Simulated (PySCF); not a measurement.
Te²⁺: excitation energy

Te²⁺ [Kr] 4d10 5s2 5p2 (3P) → Te²⁺ [Kr] 4d10 5s1 5p2 6s1 (5P), as a difference of total energies. Computed with PySCF 2.14 in aug-cc-pwCVDZ-PP with ECP28MDF, with a scalar-relativistic core potential. Correlated levels: valence and next inner shell: nothing frozen outside the core potential. The calculations carry no spin-orbit coupling.

```csv
method,excitation energy (cm⁻¹)
UHF,159300
MP2 (valence and next inner shell),172220
SCS-MP2 (valence and next inner shell),173360
CCSD (valence and next inner shell),170810
CCSD(T) (valence and next inner shell),171070
```

The promoted electron is Rydberg-like, and one or two diffuse shells describe it only roughly, which tends to raise the upper state.
